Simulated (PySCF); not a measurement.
Breaking a bond: CaH, doublet.

Method: CCSD(T) on UHF/def2-TZVP, 5 core orbitals frozen run with PySCF.

Relative to R = 2.07 Å, what are the energies at R = 1.87, 1.93, 2.44, 2.72 Å?

3.2 mEh at 1.87 Å, 1.1 mEh at 1.93 Å, 11.5 mEh at 2.44 Å, 24.4 mEh at 2.72 Å.

The scan ran from 1.58 to 7.90 Å; beyond the distances shown one of the unrestricted levels run for this scan, shown here or not, changes its spin distribution in one step.
